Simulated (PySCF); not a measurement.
Job for PySCF: R-HF/STO-3G on H4Si2 (SMILES [SiH][SiH3]), a point of a bond scan (R = 1.340 Å).

```python
from pyscf import gto, scf, dft, mp
from pyscf.data.elements import chemcore

mol = gto.M(
    atom='''
    Si   -0.00338560    1.03723858    0.82594973
    H    -0.44386711    1.86151131   -0.37737098
    Si    0.02918721   -0.89103927   -0.59790228
    H     0.88442496   -0.68360231   -1.60886261
    H    -1.32621922   -1.10029411   -1.17841082
    H     0.42941234   -2.14745382    0.08430899
    ''',
    basis='sto-3g',
    charge=0, spin=0, verbose=3, max_memory=1800)
mf = scf.RHF(mol)
mf.conv_tol = 1e-8
mf.max_cycle = 100
mf.kernel()
if not mf.converged:
    mf = mf.newton().run(mf.mo_coeff, mf.mo_occ)
```

It printed:

```
converged SCF energy = -573.442798747666
```

The run converged.

Cost: roughly 0.06 core-seconds.
